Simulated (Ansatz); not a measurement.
Consider the isomerisation: `N[SiH2]B(N)O` → `NB(N)O[SiH3]`.

Gas-phase electronic energies from Ansatz, PBE0-D4/def2-TZVP geometries. CCSD(T)/CBS is the MP2 limit (def2-TZVPP, def2-QZVPP) plus CCSD(T) − MP2 in def2-TZVPP, frozen cores. Functionals use def2-TZVPP. Each species was taken in one conformer, which may not be the lowest.

Problem. Is it downhill or uphill in electronic energy at CCSD(T)/CBS, and by how much? (Best estimate.)

Solution. Computed: Downhill: ΔE = -146.6 kJ/mol.

Problem. What do these levels give: BLYP-D4, PBE0-D4, ωB97X-V, B2PLYP, revPBE, CCSD(T)/def2-SVP? (Estimate.)

Solution. Ansatz gave: BLYP-D4 -139.3, PBE0-D4 -135.2, ωB97X-V -144.1, B2PLYP -150.3, revPBE -121.7, CCSD(T)/def2-SVP -147.6 kJ/mol.

Largest T1 diagnostic among the species: 0.012.

In def2-TZVPP, CCSD(T) changes the Hartree–Fock value by +32.0 kJ/mol (the triples alone add +4.7 kJ/mol) and MP2 by +27.5 kJ/mol. Leaving LDA and LC-ωPBE aside and taking each functional with its dispersion term where it has one, the values, not all of them listed here, spread over 37.1 kJ/mol, from BHLYP-D4 to revPBE-D4. LDA lies −7.9 kJ/mol from PBE without D4.
